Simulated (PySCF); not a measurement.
## PmF3(H2O) at several levels of theory

Computed with PySCF 2.14.0 (density fitting, no spin-orbit coupling) at the geometry relaxed with TPSS:

```xyz
7
PmF3(H2O) (singlet in the valence; each metal's 4f electrons, 4 of them, lie in its core potential, out of spins and levels)
Pm    0.0899   -0.0894    0.0894
F     1.1459    1.3585    1.1773
F    -1.3232   -1.1814    1.1814
F     1.1459   -1.1773   -1.3585
O    -1.3491    1.3706   -1.3706
H    -1.6984    2.2542   -1.1522
H    -1.6984    1.1522   -2.2542
```

```
level                                                          basis    state  HOMO (eV)  gap (eV)  charge on Pm1 (e)  population of f-type functions on Pm1 (polarisation alone where 4f lies in the core)  dipole about the centre of mass (D)  largest force component (eV/Å)
 TPSS  Pm lcecp-1-SVP with ECP50, F def2-SVP, O def2-SVP, H def2-SVP  singlet      -7.40      5.67               1.11                                                                                  0.10                                 6.93                            0.00
 BP86                                                       the same  singlet      -7.40      5.58               1.02                                                                                  0.11                                 6.89                            0.08
TPSSh                                                       the same  singlet      -8.16      6.73               1.19                                                                                  0.10                                 7.01                            0.18
M06-L                                                       the same  singlet      -7.59      6.36               1.37                                                                                  0.10                                 6.99                            0.45
   HF                                                       the same  singlet     -14.35     15.41               1.75                                                                                  0.10                                 7.55                            1.23
```

In the lcecp rows the 4f levels are missing from HOMO and gap, and the state counts the valence alone.

Charges are Mulliken's, which hang on the basis. The relaxation used the grid (50, 194), these runs (75, 302) or, all-electron (x2c bases, spin-free X2C Hamiltonian), (99, 590).

What does TPSS with Pm lcecp-1-TZVP with ECP50, F def2-TZVP, O def2-TZVP, H def2-TZVP give here?

state singlet, HOMO (eV) -7.65, gap (eV) 5.63, charge on Pm1 (e) 1.59, population of f-type functions on Pm1 (polarisation alone where 4f lies in the core) 0.12, dipole about the centre of mass (D) 6.99, largest force component (eV/Å) 0.27. Time: 19 s on 2 threads of Arm Neoverse V2, on a shared host, from free ions and atoms.

In the first row's basis the gap widens with exact exchange: 5.6 to 6.4 eV for BP86, TPSS, M06-L (none); 6.7 eV for TPSSh (a fixed share); 15.4 eV for Hartree–Fock (rising or full at long range).

No frequency check is given that shows the relaxed geometry to be a minimum. An lcecp potential fixes the number of 4f electrons, so in runs with it no electron can move into or out of that shell.
